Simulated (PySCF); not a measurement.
**MgPb⁻: energy against distance**

Set-up: Mg def2-SVPD, Pb def2-SVPD with ECP60; scalar-relativistic core potentials (PySCF 2.14). Energies in eV from Mg + Pb⁻ in their ground configurations at the same level. State: ⁴Σ⁻ (quartet), unpaired electrons σ ↑, π ↑↑.

```csv
R (Å),PBE,r²SCAN,r²SCAN0
2.561,-0.862,-0.843,-0.779
2.680,-1.048,-1.023,-0.959
2.799,-1.146,-1.117,-1.052
2.889,-1.180,-1.147,-1.082
2.978,-1.189,-1.153,-1.089
3.067,-1.180,-1.141,-1.079
3.187,-1.149,-1.107,-1.046
3.335,-1.092,-1.047,-0.988
3.514,-1.011,-0.962,-0.906
```

**Question.** Put a parabola through the three lowest points of the PBE curve and estimate Re, k and ωe (reduced mass 21.5 u; 1 eV/Å² = 0.16022 mdyn/Å; ωe = 1302.8·√(k/μ) cm⁻¹).

**Answer.** Through R = 2.889, 2.978, 3.067 Å the second-order coefficient is 1.14 eV/Å², so Re ≈ 2.978 Å, k ≈ 0.364 mdyn/Å and ωe ≈ 170 cm⁻¹. A polynomial fit of higher order to the unrounded PBE energies gives Re = 2.973 Å, k = 0.363 mdyn/Å, ωe = 169 cm⁻¹; anharmonicity and rounding make the difference.

The higher-order fit for each curve: PBE: Re = 2.973 Å, ωe = 169 cm⁻¹, De = 1.19 eV; r²SCAN: Re = 2.959 Å, ωe = 172 cm⁻¹, De = 1.15 eV; r²SCAN0: Re = 2.963 Å, ωe = 169 cm⁻¹, De = 1.09 eV.

Spin–orbit coupling is left out, which matters for elements this heavy, above all for dissociation energies. For an ion De counts to the pair picked by the measured ionisation energies or electron affinities, which need not be the lowest pair at this level. The highest Kohn–Sham level is positive in this anion. Much of that is self-interaction error, but it also means that the finite basis helps to hold the extra electron. The state was picked by a PBE0 search and need not be the measured ground state.
